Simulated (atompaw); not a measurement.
## terbium (Tb): one change to a PAW (atompaw) potential, before and after

- Element: terbium (Tb)
- Generator: atompaw 4.2.0.5
- Type: PAW
- Functional: PBE
- Relativity: scalar-relativistic
- Frozen core: [Kr] 4d10
- Valence charge: 19
- Reference configuration: 4f8 5s2 5p6 5d0 6s0 6p0 (charge +3)
- Partial waves: 5s (bound): rc 2.00 bohr; 6s (bound, empty): rc 2.85 bohr; 5p (bound): rc 2.15 bohr; 6p (bound, empty): rc 2.85 bohr; 5d (bound, empty): rc 2.85 bohr; 5d channel at -1.45 Ry: rc 2.85 bohr; 4f (bound): rc 1.30 bohr; 4f channel at -1.2 Ry: rc 1.30 bohr
- Local potential: troulliermartins scheme with l = 4 at -0.5 Ry, radius 2.70 bohr
- Core correction: smooth core density matched at 2.70 bohr
- Augmentation charge: sinc compensation charge, radius 2.30 bohr; PAW radius 2.85 bohr; waves and projectors: custom rrkj gramschmidtortho

Change: augmentation sinc compensation charge, radius 2.30 bohr; PAW radius 2.85 bohr; waves and projectors: custom polynom gramschmidtortho.

Cutoffs: the cutoffs (Ry, on a coarse ladder) from which the occupation-weighted sum of valence levels, in a spherical-Bessel basis at the reference potential, stays within 10 and 1 mRy of its value at 400 Ry; they do not see the model core or the augmentation charge, which bear on the density cutoff.

**Question.** What does the change do?

**Answer.** The potential gets harder (110 Ry and 180 Ry → 120 Ry and 200 Ry); the range in which the d phases agree narrows (upper end at the end of the scan → 1.2); neither file shows a bound ghost.

```tsv
quantity	base	changed
cutoff, loose	110 Ry	120 Ry
cutoff, tight	180 Ry	200 Ry
loose cutoff by channel (10 mRy a level)	s 12 Ry, p 15 Ry, f 80 Ry	s 10 Ry, p 15 Ry, f 70 Ry
bound ghosts	none	none
s: phases at 2.85 bohr within 0.05 rad from the reference energy up to (Ry; the scan ends near 5)	0.8	1.4
p: phases at 2.85 bohr within 0.05 rad from the reference energy up to (Ry; the scan ends near 5)	1.4	1.4
d: phases at 2.85 bohr within 0.05 rad from the reference energy up to (Ry; the scan ends near 5)	to the end of the scan	1.2
f: phases at 2.85 bohr within 0.05 rad from the reference energy up to (Ry; the scan ends near 5)	3.2	3.1
lowest overlap eigenvalue by channel	s 0.34, p 0.51, d 0.93, f 1.00	s 0.48, p 0.60, d 0.92, f 0.98
```

 The cutoffs see the waves, projectors and local potential, not the compensation charge or the core.
